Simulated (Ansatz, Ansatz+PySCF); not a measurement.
```xyz
3

H     0.0000    0.0000   -1.2320
Be    0.0000    0.0000    0.0000
H     0.0000    0.0000    1.2320
```

RHF on singlet BeH₂ was run in several spherical basis sets with Ansatz (development build ahead of 0.2.0).

(1) Rank the basis sets by the total energy that they give, lowest first, with the distance from the lowest.
A. def2-SVP
B. STO-3G
C. 6-31G
D. 6-31G(d)
E. def2-TZVP
F. cc-pVTZ
G. cc-pVDZ

Results:

(1) F (0.00 eV), E (0.07 eV), G (0.14 eV), D (0.17 eV), C (0.34 eV), A (0.51 eV), B (5.62 eV).

Totals follow the description of the cores as much as that of the bonds, so this order isn't one of quality for chemistry.
